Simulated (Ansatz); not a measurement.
Relaxation of AlCl₃H₂ (6 atoms, charge 0, multiplicity 1), to a largest force component of 0.03 eV/Å in at most 50 steps.

The calculation used RKS B3LYP-D4/6-31G* in Ansatz.

```xyz
6
Properties=species:S:1:pos:R:3:forces:R:3
Al -0.002 0.240 0.058 0.01 0.12 1.32
Cl -0.004 0.489 2.230 -0.01 0.12 -1.22
Cl 1.808 0.197 -0.971 0.00 0.00 0.01
Cl -1.813 0.149 -0.967 0.00 0.00 0.01
H 0.090 -2.412 0.812 0.05 -1.03 -1.11
H 0.065 -1.928 1.332 -0.05 0.79 0.99
```

Problem. Where does it end, and by what steps?

Solution. The run converged. The force dipped under the threshold on the way, but the program's further checks kept it going. After 7 steps the energy has fallen by 0.158 eV; Cl2 moved furthest, 0.40 Å.

```tsv
step	energy less start (eV)	largest force component (eV/Å)	accepted
0	0.0000	1.319	yes
1	-0.1347	0.553	yes
2	-0.1453	0.231	yes
3	-0.1499	0.442	yes
4	-0.1558	0.077	yes
5	-0.1577	0.043	yes
6	-0.1581	0.015	yes
7	-0.1582	0.022	yes
```

```xyz
6
Properties=species:S:1:pos:R:3
Al 0.002 0.311 0.156
Cl -0.007 0.885 2.163
Cl 1.809 0.133 -0.871
Cl -1.801 0.052 -0.862
H 0.084 -2.441 0.600
H 0.057 -2.205 1.308
```

Whether the end is a true minimum wasn't checked by a vibrational analysis.

Time of the run: 27 s on 1 thread of Intel(R) Xeon(R) CPU @ 2.60GHz (Ice Lake), on a shared host, peak memory 0.19 GiB.
